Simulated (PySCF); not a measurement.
PySCF job for Mo(S)2(OH)(Me) (CH4MoOS2), SMILES [CH3][Mo]([OH])(=[S])=[S], multiplicity 1, TDDFT-PBE/def2-SVPD. Geometry optimised at B3LYP-D3(BJ)/def2-SVP. The multiplicity is an assumed one; other spin states were not compared. The def2 effective core potentials stand for the cores of Mo; spin–orbit coupling is left out. One conformer was computed; it need not be the lowest.

```python
import numpy as np
from pyscf import gto, scf, dft, tdscf

mol = gto.M(
    atom='''
    Mo   -0.15603001    0.11983837   -0.00886335
    S     0.86505926   -0.48700698   -1.76293191
    S     1.08320340   -0.07213380    1.69523194
    O    -0.99918220    1.77532702   -0.18264329
    H    -0.99841372    2.48318522    0.47881415
    C    -1.64828939   -1.33869219    0.25673660
    H    -1.21593676   -2.34690596    0.33257948
    H    -2.32024589   -1.29048475   -0.61600038
    H    -2.20115203   -1.10321670    1.18079405
    ''',
    basis='def2-SVPD',
    ecp={'Mo': 'def2-svp'},
    charge=0,
    spin=0,
    max_memory=1600,
    verbose=4,
)
mf = dft.RKS(mol, xc='pbe').density_fit(auxbasis='def2-universal-jkfit')
mf.grids.level = 3
mf.conv_tol = 1e-9
mf.max_cycle = 100
mf.kernel()
mf.grids = dft.Grids(mol).set(level=1).build(with_non0tab=True)  # coarser grid for the response kernel
td = tdscf.TDDFT(mf)
td.singlet = True
td.nstates = 10
td.conv_tol = 1e-4
td.positive_eig_threshold = 1e-6
td.kernel(x0=td.get_init_guess(mf, 15))
td.analyze()
tt = tdscf.TDA(mf)
tt.singlet = False
tt.nstates = 4
tt.conv_tol = 1e-4
tt.positive_eig_threshold = 1e-6
tt.kernel(x0=tt.get_init_guess(mf, 9))
tt.analyze(verbose=3)
```

It prints:

```
PySCF version 2.14.0

[INPUT] verbose = 4
[INPUT] num. atoms = 9
[INPUT] num. electrons = 64
[INPUT] charge = 0
[INPUT] spin (= nelec alpha-beta = 2S) = 0
[INPUT] symmetry False subgroup None
[INPUT] Mole.unit = angstrom
[INPUT] Symbol           X                Y                Z      unit          X                Y                Z       unit  Magmom
[INPUT]  1 Mo    -0.156030010000   0.119838370000  -0.008863350000 AA   -0.294853986113   0.226461698514  -0.016749304046 Bohr   0.0
[INPUT]  2 S      0.865059260000  -0.487006980000  -1.762931910000 AA    1.634725082919  -0.920309812952  -3.331458486156 Bohr   0.0
[INPUT]  3 S      1.083203400000  -0.072133800000   1.695231940000 AA    2.046957763198  -0.136313126324   3.203524084215 Bohr   0.0
[INPUT]  4 O     -0.999182200000   1.775327020000  -0.182643290000 AA   -1.888180706540   3.354881849340  -0.345145796590 Bohr   0.0
[INPUT]  5 H     -0.998413720000   2.483185220000   0.478814150000 AA   -1.886728489808   4.692539982368   0.904827608066 Bohr   0.0
[INPUT]  6 C     -1.648289390000  -1.338692190000   0.256736600000 AA   -3.114815521126  -2.529761604194   0.485161860152 Bohr   0.0
[INPUT]  7 H     -1.215936760000  -2.346905960000   0.332579480000 AA   -2.297787461191  -4.435009504509   0.628484131850 Bohr   0.0
[INPUT]  8 H     -2.320245890000  -1.290484750000  -0.616000380000 AA   -4.384629273748  -2.438662745428  -1.164072010828 Bohr   0.0
[INPUT]  9 H     -2.201152030000  -1.103216700000   1.180794050000 AA   -4.159574495230  -2.084777419046   2.231377364016 Bohr   0.0

nuclear repulsion = 330.483502502885
number of shells = 67
number of NR pGTOs = 253
number of NR cGTOs = 163
basis = def2-SVPD
ecp = {'Mo': 'def2-svp'}


******** <class 'pyscf.df.df_jk.DFRKS'> ********
method = DFRKS
initial guess = minao
damping factor = 0
level_shift factor = 0
DIIS = <class 'pyscf.scf.diis.CDIIS'>
diis_start_cycle = 1
diis_space = 8
diis_damp = 0
SCF conv_tol = 1e-09
SCF conv_tol_grad = None
SCF max_cycles = 100
direct_scf = False
XC library pyscf.dft.libxc version 7.1.2
    S. Lehtola, C. Steigemann, M. J. T. Oliveira, and M. A. L. Marques,  SoftwareX 7, 1–5 (2018)
XC functionals = pbe
    J. P. Perdew, K. Burke, and M. Ernzerhof,  Phys. Rev. Lett. 77, 3865 (1996)
    J. P. Perdew, K. Burke, and M. Ernzerhof,  Phys. Rev. Lett. 78, 1396 (1997)
    J. P. Perdew, K. Burke, and M. Ernzerhof,  Phys. Rev. Lett. 77, 3865 (1996)
    J. P. Perdew, K. Burke, and M. Ernzerhof,  Phys. Rev. Lett. 78, 1396 (1997)
radial grids:
    Treutler-Ahlrichs [JCP 102, 346 (1995); DOI:10.1063/1.469408] (M4) radial grids

becke partition: Becke, JCP 88, 2547 (1988); DOI:10.1063/1.454033
pruning grids: <function nwchem_prune>
grids dens level: 3
symmetrized grids: False
atomic radii adjust function: <function treutler_atomic_radii_adjust>
small_rho_cutoff = 0
Set gradient conv threshold to 3.16228e-05
Initial guess from minao.
tot grids = 127632
init E= -972.191055075281
  HOMO = -0.472109643646946  LUMO = -0.389125687491738  gap/eV = 2.25811
cycle= 1 E= -979.412250136913  delta_E= -7.22  |g|= 1.08  |ddm|= 5.07
  HOMO = -0.0765571337034789  LUMO = -0.00948446395424646  gap/eV = 1.82514
cycle= 2 E= -977.286001817731  delta_E= 2.13  |g|= 2.92  |ddm|= 3.98
  HOMO = -0.17962402235833  LUMO = -0.129553485142378  gap/eV = 1.36249
cycle= 3 E= -979.419092052264  delta_E= -2.13  |g|= 1.04  |ddm|= 3.36
  HOMO = -0.217908410255731  LUMO = -0.118433661460934  gap/eV = 2.70685
cycle= 4 E= -979.625032135858  delta_E= -0.206  |g|= 0.555  |ddm|=  1.2
  HOMO = -0.236602895921068  LUMO = -0.164416419920522  gap/eV = 1.96429
cycle= 5 E= -979.615792832741  delta_E= 0.00924  |g|= 0.61  |ddm|= 1.01
  HOMO = -0.235167924839302  LUMO = -0.147677875327709  gap/eV = 2.38073
cycle= 6 E= -979.696459307366  delta_E= -0.0807  |g|= 0.124  |ddm|= 0.507
  HOMO = -0.229974964801525  LUMO = -0.144164668609119  gap/eV = 2.33502
cycle= 7 E= -979.699670587186  delta_E= -0.00321  |g|= 0.0714  |ddm|= 0.212
  HOMO = -0.228513917479815  LUMO = -0.142515570718559  gap/eV = 2.34013
cycle= 8 E= -979.700815009557  delta_E= -0.00114  |g|= 0.0382  |ddm|= 0.114
  HOMO = -0.229418052701081  LUMO = -0.142917215192039  gap/eV = 2.35381
cycle= 9 E= -979.701247014227  delta_E= -0.000432  |g|= 0.00997  |ddm|= 0.0461
  HOMO = -0.229661179481582  LUMO = -0.142880207889709  gap/eV = 2.36143
cycle= 10 E= -979.70127180688  delta_E= -2.48e-05  |g|= 0.00125  |ddm|= 0.0123
  HOMO = -0.229576098213293  LUMO = -0.142808438987913  gap/eV = 2.36107
cycle= 11 E= -979.701272219021  delta_E= -4.12e-07  |g|= 0.000332  |ddm|= 0.00201
  HOMO = -0.229549574880226  LUMO = -0.142796857155682  gap/eV = 2.36066
cycle= 12 E= -979.701272191719  delta_E= 2.73e-08  |g|= 0.000479  |ddm|= 0.000829
  HOMO = -0.229558474206491  LUMO = -0.142784839110555  gap/eV = 2.36123
cycle= 13 E= -979.701272249525  delta_E= -5.78e-08  |g|= 0.000111  |ddm|= 0.000528
  HOMO = -0.229560452169355  LUMO = -0.142789647584468  gap/eV = 2.36115
cycle= 14 E= -979.701272252507  delta_E= -2.98e-09  |g|= 1e-05  |ddm|= 9.77e-05
  HOMO = -0.229560199532976  LUMO = -0.142789731911087  gap/eV = 2.36114
cycle= 15 E= -979.701272252535  delta_E= -2.75e-11  |g|= 3.35e-06  |ddm|= 1.53e-05
  HOMO = -0.229560372126723  LUMO = -0.142789779085377  gap/eV = 2.36115
Extra cycle  E= -979.701272252508  delta_E= 2.68e-11  |g|= 9.91e-06  |ddm|= 1.67e-05
converged SCF energy = -979.701272252508
tot grids = 41056
Overwritten attributes  positive_eig_threshold  of <class 'pyscf.tdscf.rks.CasidaTDDFT'>


******** <class 'pyscf.tdscf.rks.CasidaTDDFT'> for <class 'pyscf.df.df_jk.DFRKS'> ********
nstates = 10 singlet
deg_eia_thresh = 1.000e-03
wfnsym = None
conv_tol = 0.0001
eigh lindep = 1e-12
eigh level_shift = 0
eigh max_cycle = 100


Excitation energies (eV)
[2.51672902 2.5973821  3.20815959 3.53193975 3.6536727  3.87568072
 3.9599031  3.97923084 4.22869537 4.29865663]

** Singlet excitation energies and oscillator strengths **
Excited State   1:      2.51673 eV    492.64 nm  f=0.0012
      32 -> 33       -0.39858
      32 -> 34        0.57827
Excited State   2:      2.59738 eV    477.34 nm  f=0.0073
      31 -> 34        0.12481
      32 -> 33        0.55693
      32 -> 34        0.39720
Excited State   3:      3.20816 eV    386.47 nm  f=0.0015
      31 -> 33        0.62800
      31 -> 34        0.31043
Excited State   4:      3.53194 eV    351.04 nm  f=0.0095
      29 -> 33        0.14347
      31 -> 33        0.26076
      31 -> 34       -0.55162
      32 -> 35       -0.17809
      32 -> 36        0.19853
Excited State   5:      3.65367 eV    339.34 nm  f=0.0006
      29 -> 34        0.18451
      30 -> 33        0.64621
      30 -> 34       -0.19766
Excited State   6:      3.87568 eV    319.90 nm  f=0.0009
      29 -> 33       -0.12526
      29 -> 34        0.16670
      30 -> 33       -0.16422
      30 -> 34       -0.43245
      32 -> 35       -0.48071
Excited State   7:      3.95990 eV    313.10 nm  f=0.0029
      29 -> 33        0.21951
      29 -> 34        0.55386
      30 -> 33       -0.19336
      32 -> 35        0.27622
Excited State   8:      3.97923 eV    311.58 nm  f=0.0042
      29 -> 33        0.49425
      30 -> 34        0.23381
      32 -> 35       -0.29786
      32 -> 36       -0.26252
Excited State   9:      4.22870 eV    293.20 nm  f=0.0072
      28 -> 33        0.11857
      28 -> 34        0.32532
      29 -> 33       -0.20228
      29 -> 34        0.25270
      30 -> 34        0.26367
      31 -> 35        0.16955
      32 -> 35       -0.16490
      32 -> 36        0.24730
      32 -> 37        0.25084
Excited State  10:      4.29866 eV    288.43 nm  f=0.0018
      28 -> 33        0.66579
      32 -> 36       -0.16176

** Transition electric dipole moments (AU) **
state          X           Y           Z        Dip. S.      Osc.
  1         0.0261      0.0784     -0.1089      0.0187      0.0012
  2         0.0404      0.0765      0.3282      0.1152      0.0073
  3        -0.0493     -0.1238      0.0349      0.0190      0.0015
  4        -0.0571      0.0278      0.3258      0.1102      0.0095
  5         0.0611      0.0341     -0.0427      0.0067      0.0006
  6         0.0511     -0.0165     -0.0789      0.0091      0.0009
  7         0.0188     -0.1078      0.1322      0.0295      0.0029
  8        -0.0679     -0.0923     -0.1733      0.0432      0.0042
  9        -0.1455      0.0152     -0.2194      0.0695      0.0072
 10         0.0677      0.0874      0.0706      0.0172      0.0018

WARN: ECP detected. Skipping calculation of transition velocity and magnetic dipole moments, which have not yet been implemented.

Overwritten attributes  positive_eig_threshold  of <class 'pyscf.tdscf.rks.TDA'>


******** <class 'pyscf.tdscf.rks.TDA'> for <class 'pyscf.df.df_jk.DFRKS'> ********
nstates = 4 triplet
deg_eia_thresh = 1.000e-03
wfnsym = None
conv_tol = 0.0001
eigh lindep = 1e-12
eigh level_shift = 0
eigh max_cycle = 100


Excitation energies (eV)
[2.16539375 2.25764036 2.80318974 2.99232323]

** Triplet excitation energies and oscillator strengths **
Excited State   1:      2.16539 eV    572.57 nm  f=0.0000
Excited State   2:      2.25764 eV    549.18 nm  f=0.0000
Excited State   3:      2.80319 eV    442.30 nm  f=0.0000
Excited State   4:      2.99232 eV    414.34 nm  f=0.0000
```

The run converged.

Cost: very roughly 70 core-seconds.
